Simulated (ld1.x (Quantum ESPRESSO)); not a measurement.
## lead: variants of one PAW potential

Base potential:

ld1.x (Quantum ESPRESSO) 7.5 input, shortened:

```
&input
   title='Pb', zed=82., rel=1, dft='PBESOL', iswitch=3,
   config='[Xe] 4f14 5d10 5f-2 6s2 6p2'
 /
 &inputp
   pseudotype=3, lpaw=.true., tm=.true., lloc=-1, rcloc=2.30,
   nlcc=.true., new_core_ps=.true., rcore=1.60,
   which_augfun='PSQ', rmatch_augfun=1.50
 /
7
6S  1  0   2.00   0.00  1.50  2.10  0.0
6S  1  0   0.00  -0.10  1.50  2.10  0.0
6P  2  1   2.00   0.00  2.50  2.65  0.0
6P  2  1   0.00   0.25  2.50  2.65  0.0
5D  3  2  10.00   0.00  1.45  1.65  0.0
5D  3  2   0.00   0.55  1.45  1.65  0.0
5F  4  3  -2.00   0.40  1.80  1.95  0.0
 &test
   configts(1)='5d10 6s2 6p2'
 /
```

All-electron outer shells of the reference configuration (PBEsol, scalar-relativistic, ld1.x):

```
shell  level (eV)  outermost node (bohr)  outermost maximum (bohr)
   4f     -132.94                      –                      0.35
   5p      -85.81                   0.49                      0.88
   5d      -21.16                   0.52                      1.07
   6s      -12.10                   1.01                      1.95
   6p       -3.52                   1.18                      2.63
```

Cutoffs, loose and tight: the cutoffs (Ry, on a coarse ladder) from which the occupation-weighted sum of valence levels, in a spherical-Bessel basis at the reference potential, stays within 10 and 1 mRy of its value at 400 Ry. They do not see the model core or the augmentation charge, which bear on the density cutoff. Test errors are all-electron minus pseudo excitation energies from the reference, over the configurations 5d10 6s2 6p1; 5d10 6s2 6p0; 5d10 6s1 6p0; 5d10 6s2 6p2.3; 5d9 6s2 6p3; 5d10 6s2 6p1.5; 5d9 6s2 6p2. A dash means not determined; rows that change the core or the reference have their own tests.

```csv
change,outcome,"cutoff, loose","cutoff, tight",bound ghosts,largest test error (meV)
base,generated,45 Ry,80 Ry,none,-57
local potential all-electron potential smoothed inside 1.80 bohr (lloc = -1),failed: compute_chi: n is too large,–,–,–,–
"wave 5d channel at 0.55 Ry: rcut 1.45, rcutus 1.65 bohr becomes 5d channel at 2.41 Ry: rcut 1.45, rcutus 1.65 bohr",generated,45 Ry,80 Ry,none,-56
core correction Bessel-smoothed model core inside 0.84 bohr,generated,45 Ry,80 Ry,none,-56
"wave 5f channel at 0.4 Ry: rcut 1.80, rcutus 1.95 bohr becomes 5f channel at 0.4 Ry: rcut 1.80, rcutus 2.84 bohr",generated,45 Ry,80 Ry,none,-57
"augmentation BESSEL, radius 1.55 bohr",generated,45 Ry,80 Ry,none,-47
```

**Question.** What comes out with this change to the base: waves 6s (bound): rcut 1.46, rcutus 1.54 bohr; 6s channel at -0.1 Ry: rcut 1.46, rcutus 1.54 bohr?

**Answer.** outcome: failed: new_paw_hamiltonian: negative rho. Cause: the pseudo-density turned negative during the self-consistent test, most likely because a state had been found with a wrong node count and its wave set to zero before.
